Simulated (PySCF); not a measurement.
SMILES B=[NH2+] (H3BN (cation, charge +1)), B3LYP/def2-SVP optimised geometry.

```
5

B      0.35     0.00     0.00
N     -0.97     0.00     0.00
H      1.53     0.00     0.00
H     -1.53    -0.66    -0.56
H     -1.53     0.66     0.55
```

Density from B3LYP/def2-TZVP run with PySCF at that geometry.

Minimum of the electron density along straight lines between bonded atoms, close to the bond critical point (lines longer than 1.1 times the sum of covalent radii, or with two minima, are not listed):

```tsv
bond	length / Å	ρ at the minimum / e bohr⁻³	∇²ρ there / e bohr⁻⁵	position (fraction from the first atom)
B1–N2	1.316	0.268	0.66	0.34
B1–H3	1.184	0.210	-0.79	0.49
N2–H4	1.029	0.313	-1.72	0.76
N2–H5	1.029	0.313	-1.72	0.76
```
